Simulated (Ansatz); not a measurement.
Born–Oppenheimer molecular dynamics of BH$_{10}$NOSi$_{3}$ (16 atoms, charge 0, multiplicity 1). It goes on from the last frame of an earlier run, with new velocities.

Theory: Ansatz, RKS r2SCAN/STO-3G.

| Property | Result |
| --- | --- |
| ensemble | NVE (velocity Verlet) |
| time step | 1 fs |
| steps asked | 134 |
| starting velocities drawn for | 400 K |
| seed | 723719 |

Frames 10 fs apart, positions in Å, forces in eV/Å.

Velocities at 10.0 fs (Å/ps):

```
O -1.76 8.18 0.66
B -0.56 -8.54 3.98
Si 0.16 1.94 -3.79
Si 3.05 -1.85 2.73
N -3.50 0.73 -2.80
Si -1.84 -0.27 1.63
H 8.48 18.67 3.96
H 9.99 -17.45 -12.80
H 11.00 -8.62 6.64
H 5.45 4.12 -11.89
H 9.36 -8.42 -1.16
H -3.81 3.56 8.86
H 13.01 -10.27 -11.70
H 7.88 -28.06 -8.83
H -10.46 20.87 -10.61
H -6.30 -18.15 7.23
```

```xyz
16
Properties=species:S:1:pos:R:3:forces:R:3 time_fs=10.0 energy_less_start_eV=0.334 T=223
O -1.594 -2.023 1.160 0.82 0.18 -0.45
B -1.360 -1.790 -0.156 2.01 0.55 0.11
Si 0.574 -1.552 -0.620 0.52 -0.98 1.96
Si 1.788 0.337 0.088 1.25 -2.08 -1.08
N 1.025 1.838 -0.400 -1.43 0.57 0.27
Si -0.625 1.951 0.349 1.03 0.66 -0.05
H -2.570 -2.056 1.331 -1.55 -0.24 0.32
H -2.142 -1.675 -1.009 -0.78 -0.10 0.10
H 0.696 -1.746 -2.008 0.20 0.19 -1.21
H 1.316 -2.746 -0.079 -0.56 1.02 -0.30
H 2.050 0.269 1.561 -0.29 0.36 -1.10
H 3.090 0.242 -0.676 -1.02 0.17 0.91
H 0.964 1.962 -1.460 0.12 -0.38 0.97
H -0.414 1.613 1.779 -0.33 0.18 -0.88
H -1.664 1.071 -0.237 0.43 0.35 0.26
H -0.964 3.364 0.181 -0.42 -0.46 0.16
16
Properties=species:S:1:pos:R:3:forces:R:3 time_fs=20.0 energy_less_start_eV=0.169 T=310
O -1.620 -1.937 1.177 2.16 0.32 -0.43
B -1.307 -1.845 -0.152 -0.31 0.42 1.04
Si 0.581 -1.538 -0.646 1.14 -0.74 0.51
Si 1.810 0.298 0.093 0.10 0.21 -0.59
N 0.968 1.840 -0.392 1.07 -0.90 -0.37
Si -0.626 1.954 0.351 -1.08 0.73 -0.02
H -2.594 -1.983 1.345 -1.53 -0.29 -0.12
H -2.193 -1.905 -0.910 -0.10 0.00 -0.50
H 0.787 -1.661 -2.079 -0.16 0.18 0.07
H 1.368 -2.668 -0.111 -0.37 0.36 -0.19
H 2.061 0.315 1.544 -0.32 -0.01 -0.54
H 3.157 0.304 -0.552 -0.95 -0.05 0.31
H 0.987 1.824 -1.461 -0.51 0.35 0.95
H -0.448 1.376 1.685 -0.19 0.44 -0.34
H -1.710 1.220 -0.307 0.34 -0.22 0.03
H -1.184 3.337 0.363 0.72 -0.79 0.19
16
Properties=species:S:1:pos:R:3:forces:R:3 time_fs=30.0 energy_less_start_eV=0.224 T=279
O -1.627 -1.841 1.194 -0.18 -0.10 -0.49
B -1.274 -1.860 -0.123 0.86 0.37 -0.10
Si 0.613 -1.535 -0.658 -0.27 0.73 -0.92
Si 1.805 0.262 0.072 -1.86 0.77 -0.64
N 0.957 1.796 -0.351 0.20 0.39 -0.91
Si -0.641 1.961 0.346 -0.39 0.02 1.23
H -2.611 -2.091 1.164 -0.20 0.01 0.67
H -2.099 -2.130 -0.912 -0.08 0.01 -0.24
H 0.753 -1.431 -2.142 -0.17 -0.43 1.03
H 1.357 -2.637 -0.171 0.53 -0.91 -0.03
H 1.893 0.365 1.480 0.19 -0.18 0.92
H 3.110 0.315 -0.478 0.80 -0.07 -0.42
H 0.753 1.887 -1.390 0.86 -0.26 0.40
H -0.608 1.345 1.630 0.05 -0.32 0.57
H -1.592 1.188 -0.405 -0.53 0.08 -0.36
H -1.130 3.305 0.644 0.20 -0.10 -0.68
16
Properties=species:S:1:pos:R:3:forces:R:3 time_fs=40.0 energy_less_start_eV=0.156 T=318
O -1.643 -1.749 1.188 -0.31 -0.38 0.00
B -1.213 -1.856 -0.104 -0.15 -0.37 0.42
Si 0.650 -1.537 -0.662 -0.86 0.25 -1.52
Si 1.772 0.251 0.049 -1.06 -0.03 0.23
N 0.968 1.761 -0.327 -0.31 0.31 0.32
Si -0.674 1.951 0.374 1.10 0.12 -1.89
H -2.591 -2.153 1.355 0.94 0.58 -0.67
H -1.898 -2.287 -0.954 -0.45 -0.05 0.07
H 0.625 -1.476 -2.146 -0.06 0.09 0.83
H 1.368 -2.734 -0.449 0.58 -0.86 0.43
H 1.826 0.231 1.459 0.26 -0.09 1.05
H 3.061 0.259 -0.487 1.41 0.08 -0.56
H 0.984 1.885 -1.366 -0.40 0.29 0.14
H -0.748 1.300 1.624 0.01 -0.37 0.85
H -1.619 1.372 -0.553 -0.41 -0.11 0.09
H -0.952 3.346 0.473 -0.26 0.55 0.19
16
Properties=species:S:1:pos:R:3:forces:R:3 time_fs=50.0 energy_less_start_eV=0.126 T=332
O -1.630 -1.658 1.172 -1.26 -0.46 0.85
B -1.163 -1.886 -0.073 -0.29 -0.64 -0.31
Si 0.676 -1.560 -0.684 -0.68 -1.03 -0.32
Si 1.748 0.239 0.046 1.47 -0.53 0.48
N 0.953 1.750 -0.283 -1.00 -0.08 1.21
Si -0.689 1.948 0.371 -0.07 0.32 -1.14
H -2.600 -2.064 1.263 1.47 0.83 -0.20
H -1.912 -2.405 -0.823 0.10 0.01 -0.20
H 0.466 -1.452 -2.098 0.20 0.15 -0.50
H 1.426 -2.814 -0.553 -0.10 0.42 0.18
H 1.919 0.061 1.490 -0.14 0.38 -0.30
H 3.093 0.266 -0.525 -0.28 0.12 0.05
H 1.018 2.063 -1.260 0.07 0.13 -0.59
H -0.830 1.283 1.647 0.17 0.10 0.01
H -1.806 1.548 -0.506 0.54 -0.35 0.25
H -0.871 3.362 0.403 -0.19 0.63 0.53
16
Properties=species:S:1:pos:R:3:forces:R:3 time_fs=60.0 energy_less_start_eV=0.190 T=301
O -1.603 -1.561 1.176 -0.91 -0.36 -0.82
B -1.136 -1.964 -0.052 -0.42 0.07 0.03
Si 0.674 -1.605 -0.729 0.75 -1.03 1.65
Si 1.757 0.215 0.053 1.23 0.84 0.63
N 0.892 1.746 -0.209 0.86 -0.93 0.17
Si -0.702 1.975 0.346 -1.53 -0.16 2.25
H -2.624 -1.777 1.157 1.10 0.19 0.43
H -1.898 -2.501 -0.792 0.15 0.11 0.20
H 0.519 -1.370 -2.107 0.03 -0.16 -1.25
H 1.555 -2.801 -0.481 -0.73 0.94 -0.46
H 1.960 0.140 1.541 -0.11 -0.04 -1.19
H 3.108 0.379 -0.613 -1.25 -0.21 0.63
H 1.049 2.186 -1.115 0.47 0.28 -0.91
H -0.775 1.315 1.672 0.03 0.17 -0.84
H -1.820 1.396 -0.441 0.54 0.45 0.08
H -0.915 3.383 0.670 -0.22 -0.17 -0.59
16
Properties=species:S:1:pos:R:3:forces:R:3 time_fs=70.0 energy_less_start_eV=0.101 T=345
O -1.566 -1.471 1.145 1.25 0.23 -0.28
B -1.135 -2.027 -0.024 -0.85 0.26 -0.44
Si 0.672 -1.650 -0.764 1.17 -0.16 0.86
Si 1.766 0.211 0.063 0.07 0.19 0.02
N 0.887 1.721 -0.172 0.27 -0.10 0.17
Si -0.741 2.008 0.366 0.23 -0.29 0.78
H -2.554 -1.558 1.334 -0.33 -0.53 -0.30
H -1.900 -2.611 -0.733 0.15 0.09 0.42
H 0.671 -1.524 -2.202 -0.41 0.09 -0.17
H 1.625 -2.767 -0.592 -0.57 0.34 0.17
H 2.030 0.136 1.510 -0.03 -0.27 -0.47
H 3.049 0.430 -0.647 -0.61 -0.23 0.42
H 1.246 2.206 -0.999 -0.21 0.54 -0.48
H -0.753 1.230 1.621 -0.38 0.57 -0.49
H -1.716 1.413 -0.529 -0.22 0.02 -0.05
H -1.147 3.422 0.569 0.48 -0.74 -0.15
16
Properties=species:S:1:pos:R:3:forces:R:3 time_fs=80.0 energy_less_start_eV=0.159 T=316
O -1.494 -1.372 1.102 0.91 -0.02 -0.50
B -1.162 -2.058 -0.024 1.13 0.11 -0.73
Si 0.690 -1.685 -0.781 -1.39 0.96 -0.58
Si 1.758 0.209 0.069 -1.25 -0.82 -1.52
N 0.905 1.710 -0.147 -1.42 0.93 0.81
Si -0.775 2.020 0.388 1.21 0.11 -0.76
H -2.414 -1.669 1.315 -1.49 -0.12 0.80
H -1.969 -2.798 -0.517 0.48 0.32 0.20
H 0.546 -1.653 -2.267 0.20 0.14 0.98
H 1.531 -2.801 -0.541 0.53 -0.71 0.23
H 2.097 -0.072 1.409 0.01 0.05 1.20
H 2.985 0.369 -0.607 0.98 0.14 -0.55
H 1.200 2.362 -0.904 0.15 -0.54 0.21
H -1.030 1.327 1.622 0.06 0.09 0.30
H -1.687 1.502 -0.577 -0.56 -0.47 -0.44
H -1.130 3.436 0.405 0.44 -0.17 0.34
16
Properties=species:S:1:pos:R:3:forces:R:3 time_fs=90.0 energy_less_start_eV=0.202 T=294
O -1.438 -1.293 1.053 1.67 0.18 -1.27
B -1.105 -2.058 -0.048 -0.48 0.34 1.71
Si 0.687 -1.711 -0.783 -1.09 1.64 -1.17
Si 1.742 0.181 0.047 -2.15 -0.15 -0.32
N 0.852 1.726 -0.065 1.67 -1.05 -0.42
Si -0.789 2.020 0.383 0.12 0.66 -0.93
H -2.265 -1.601 1.504 -1.34 -0.55 0.30
H -1.843 -2.946 -0.325 0.24 0.16 -0.29
H 0.510 -1.649 -2.260 0.47 -0.15 0.85
H 1.440 -2.846 -0.432 0.81 -0.95 0.05
H 1.996 -0.102 1.419 0.16 -0.04 0.75
H 2.978 0.339 -0.595 1.16 0.31 -0.59
H 1.248 2.338 -0.828 -0.70 -0.41 0.73
H -1.199 1.578 1.657 0.12 -0.72 0.95
H -1.737 1.474 -0.574 -0.15 0.16 -0.04
H -0.838 3.444 0.463 -0.50 0.59 -0.30
16
Properties=species:S:1:pos:R:3:forces:R:3 time_fs=100.0 energy_less_start_eV=0.141 T=323
O -1.375 -1.220 0.993 -0.66 0.68 1.26
B -1.050 -2.049 0.013 0.74 -0.84 -1.28
Si 0.674 -1.716 -0.787 1.38 -0.05 -0.36
Si 1.701 0.145 0.019 0.63 -0.16 1.29
N 0.852 1.665 0.031 -0.14 1.33 -1.50
Si -0.806 2.042 0.376 -0.54 -0.45 -0.08
H -2.207 -1.528 1.484 -0.33 0.05 0.06
H -1.620 -3.009 -0.326 -0.69 -0.15 0.31
H 0.748 -1.714 -2.225 -0.35 0.07 -0.29
H 1.489 -2.891 -0.463 -0.10 0.36 0.12
H 1.908 -0.057 1.479 0.13 -0.27 -0.81
H 3.006 0.426 -0.598 -0.44 -0.19 0.16
H 1.145 2.346 -0.724 0.21 -0.81 0.43
H -1.082 1.568 1.707 -0.30 -0.08 0.14
H -1.859 1.543 -0.556 0.64 0.07 0.49
H -0.876 3.470 0.319 -0.16 0.43 0.05
16
Properties=species:S:1:pos:R:3:forces:R:3 time_fs=110.0 energy_less_start_eV=0.259 T=262
O -1.343 -1.131 0.981 -0.72 -1.38 -0.69
B -0.988 -2.094 0.026 -1.26 1.57 1.65
Si 0.698 -1.716 -0.814 1.52 -1.65 0.80
Si 1.663 0.106 0.017 2.00 -0.02 1.51
N 0.843 1.639 0.068 -0.09 0.83 -0.84
Si -0.827 2.070 0.384 -0.52 -0.92 0.30
H -2.271 -1.401 1.375 1.01 0.29 -0.29
H -1.730 -2.985 -0.111 0.01 -0.38 -0.33
H 0.719 -1.747 -2.220 -0.20 -0.06 -1.19
H 1.615 -2.837 -0.388 -0.71 0.93 -0.45
H 2.003 -0.295 1.431 -0.28 0.39 -1.06
H 2.986 0.437 -0.634 -1.23 -0.41 0.45
H 1.279 2.205 -0.693 -0.44 0.28 0.22
H -1.127 1.538 1.732 0.04 0.59 -0.61
H -1.848 1.472 -0.508 0.55 0.07 0.23
H -1.043 3.500 0.221 0.31 -0.13 0.29
16
Properties=species:S:1:pos:R:3:forces:R:3 time_fs=120.0 energy_less_start_eV=0.296 T=240
O -1.315 -1.084 0.935 -2.09 1.30 1.89
B -1.007 -2.073 0.116 1.56 -1.07 -1.85
Si 0.744 -1.740 -0.858 -1.08 -1.25 1.39
Si 1.644 0.071 0.046 0.68 1.43 -0.99
N 0.820 1.658 0.063 0.00 -0.97 0.79
Si -0.847 2.078 0.394 0.40 0.21 1.38
H -2.264 -1.222 1.368 1.40 0.16 -0.47
H -1.718 -2.990 -0.034 -0.16 -0.24 -0.05
H 0.517 -1.792 -2.271 0.20 0.02 -0.46
H 1.737 -2.751 -0.434 -0.53 0.23 -0.55
H 2.066 -0.436 1.335 -0.10 0.45 0.34
H 2.871 0.333 -0.730 -0.36 0.05 0.51
H 1.223 2.297 -0.628 0.40 0.28 -0.38
H -1.279 1.758 1.777 0.39 -0.07 -0.77
H -1.687 1.336 -0.497 -0.72 0.04 -0.39
H -1.002 3.536 0.303 0.02 -0.58 -0.40
```

Of the whole run (134 fs, mean temperature of the second half 296 K): The conserved energy stayed within 0.84 meV per atom of its start (net change 0.6 meV per atom), so the integration is sound. A run of 0.13 ps of so small a system gives no equilibrium averages. Limits of this set-up: minimal basis.

Time of the run: 16 min on 1 thread of Intel(R) Xeon(R) Platinum 8375C CPU @ 2.90GHz (Ice Lake), with other jobs on the host, peak memory 0.17 GiB.
